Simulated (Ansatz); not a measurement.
Match the barriers

Saddle point of Si$_{2}$NH$_{9}$O$_{2}$F$_{2}$, closed shell (Si₂H₄OF₂ ([OH][Si]([F])([F])[SiH3]) + H₂O + NH₃ → SiNH₃OF₂ ([NH2][Si]([OH])([F])[F]) + SiH₄ + H₂O; bonds formed: Si2–H8, H6–O9; dative contacts that become bonds: Si1–N7; bonds broken: Si1–Si2, H6–N7, H8–O9), PBE0-D4/def2-TZVP structure:

```xyz
16
angstrom
Si -0.7251 0.7188 -0.3182
Si 1.1416 -1.0131 -1.1225
F -1.1093 0.2063 -1.8262
F -2.1166 0.2847 0.3652
O -0.5705 2.3140 -0.6704
H -0.0815 -0.5461 1.7066
N 0.1311 0.8179 1.2907
H 0.0586 -1.3108 0.3068
O -0.2108 -1.6224 1.5248
H 2.3320 -1.5669 -0.4117
H 0.7496 -1.9120 -2.2329
H 1.6083 0.2894 -1.6935
H -0.8738 2.5554 -1.5485
H 1.1166 1.0440 1.2086
H -0.2943 1.5532 1.8494
H -1.1559 -1.8122 1.5719
```

Ansatz 0.2.0; basis: def2-TZVPP, with def2-QZVPP for the basis limit; cores frozen in the correlated methods. B3LYP uses VWN-RPA correlation. Extrapolation: Hartree–Fock as exp(−7.88 √X), correlation as X^−2.97. Four methods, as single points on the PBE0-D4 structures, gave these electronic barriers from the start structure: 195.8, 215.8, 229.3, 314.4 kJ/mol.

**Question.** The methods were, in alphabetical order, B3LYP-D4, BLYP-D4, CCSD(T), HF. Which gave which? (Judge from chemistry; the calculation decides.)

**Answer.** Computed: BLYP-D4 195.8; B3LYP-D4 215.8; CCSD(T) 229.3; HF 314.4 kJ/mol. For comparison, CCSD(T) at an estimated basis limit (MP2 extrapolated from triple and quadruple zeta, plus CCSD(T) − MP2 in triple zeta) gives 229.8 kJ/mol.

The T1 diagnostic stays at or below 0.013.

Labels in which every atom is bracketed show which atoms are joined, not bond orders.

For scale, one of the runs: CCSD(T)/def2-TZVPP, 365 basis functions, launched by `ansatz run in.yaml --threads 5 --pin off --events-out ev --progress --plain --max-ram 66560MiB --backend cuda --devices 0, --max-vram 37GiB`. Hardware: 5 CPU threads of an AMD EPYC 7R13 and a share of one NVIDIA H100, shared host. Wall time 45 s; peak host memory 0.86 GiB.
